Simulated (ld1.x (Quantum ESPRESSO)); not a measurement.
Building the ultrasoft potential for V (Z = 23) (PBE, scalar-relativistic).

vanadium (V), ultrasoft, made with ld1.x (Quantum ESPRESSO) 7.5 (PBE, scalar-relativistic). Core [Ne] 3s2, reference 3p6 3d3 4s2 4p0. Waves: 4s (bound): rcut 2.40, rcutus 2.75 bohr; 4s channel at 0.7 Ry: rcut 2.40, rcutus 2.75 bohr; 3p (bound): rcut 1.55, rcutus 2.05 bohr; 4p (bound, empty): rcut 1.55, rcutus 2.05 bohr; 3d (bound): rcut 1.25, rcutus 1.70 bohr; 3d channel at 0.65 Ry: rcut 1.25, rcutus 1.70 bohr; 4f channel at 0.3 Ry: rcut 2.15, rcutus 2.55 bohr. Local part: all-electron potential smoothed inside 2.75 bohr (lloc = -1). Core correction: none. Augmentation charge: PSQ, radius 1.40 bohr.

All-electron outer shells of the reference configuration (PBE, scalar-relativistic, ld1.x):

```tsv
shell	level (eV)	outermost node (bohr)	outermost maximum (bohr)
2p	-503.16	–	0.21
3s	-70.24	0.38	0.82
3p	-44.04	0.35	0.84
3d	-5.16	–	0.90
4s	-4.70	1.17	2.76
4p	-1.44	1.30	3.63
```

**Question.** Estimate the cutoffs (Ry, on a coarse ladder) from which the occupation-weighted sum of valence levels, in a spherical-Bessel basis at the reference potential, stays within 10 and 1 mRy of its value at 400 Ry.

**Answer.** 35 Ry and 50 Ry.

**Question.** What does a ghost test show?

**Answer.** No extra level below or beside the all-electron valence levels (s, p, d, f tested).

**Question.** Is the overlap operator S = 1 + Σ q|β⟩⟨β| positive definite (Bessel basis up to 400 Ry)?

**Answer.** Yes: its lowest eigenvalue is 0.09 (p channel).

**Question.** Which valence shell sets the plane-wave cutoff?

**Answer.** 3d: its level needs 35 Ry to come within 1 mRy, against 21 Ry for 3p.

Its largest configuration-test error is +27 meV (3p6 3d3 4s0 4p0). Test run stopped at test 3 of 7 (negative rho).
